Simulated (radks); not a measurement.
Task: All-electron atom: neutral strontium in [Kr] 5s2 (the NIST ground configuration). Method: scalar-relativistic Kohn-Sham, r2SCAN, spin-polarised, spherical densities, finite nucleus; meta-GGA in the generalised Kohn-Sham scheme; Fermi nuclear charge, rms radius 4.224 fm; computed with a radial shooting solver on a logarithmic mesh with Libxc functionals. Some entries of the table are withheld. Estimate them.

| orbital | occ. | eigenvalue (eV) | <1/r> (bohr^-1) |
|---|---|---|---|
| 1s | 2 | -15976.01 | (1) |
| 2s | 2 | -2174.122 | 8.719 |
| 2p | 6 | -1929.533 | (2) |
| 3s | 2 | -341.2946 | 2.925 |
| 3p | 6 | -261.4712 | 2.765 |
| 3d | 10 | -130.1839 | 2.506 |
| 4s | 2 | -42.3792 | 0.9845 |
| 4p | 6 | -23.6682 | 0.8471 |
| 5s | 2 | (3) | 0.2852 |
| 5p | 0 | -1.1971 | 0.2221 |
| 4d | 0 | -1.0647 | (4) |

Result: 
(1) 1s <1/r> (bohr^-1): 38.99
(2) 2p <1/r> (bohr^-1): 8.497
(3) 5s eigenvalue (eV): -3.5801
(4) 4d <1/r> (bohr^-1): 0.4037
